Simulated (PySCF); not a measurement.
**Sb: electron affinity**

Sb- [Kr] 4d10 5s2 5p4 (3P) → Sb [Kr] 4d10 5s2 5p3 (4S), as a difference of total energies. Calculation: PySCF 2.14, in aug-cc-pwCVTZ-DK3 (10s9p7d4f1g, 109 functions); scalar relativity by spin-free X2C-1e. Correlated levels: valence: [Kr] 4d10 frozen. The calculations carry no spin-orbit coupling.

| method | electron affinity (eV) |
| --- | --- |
| UHF | -0.053 |
| MP2 (valence) | 0.617 |
| SCS-MP2 (valence) | 0.674 |
| CCSD (valence) | 0.721 |
| CCSD(T) (valence) | 0.775 |

A first-order spin-orbit estimate (lowest level to lowest level, LS coupling) adds 0.150 eV.

Errors of the correlated levels include the incompleteness of this basis and the frozen core.

A negative affinity means that the anion lies above the atom at that level of theory.

For comparison: 1.047 eV (measured; photodetachment measurements, as compiled on the Wikipedia data page of electron affinities).
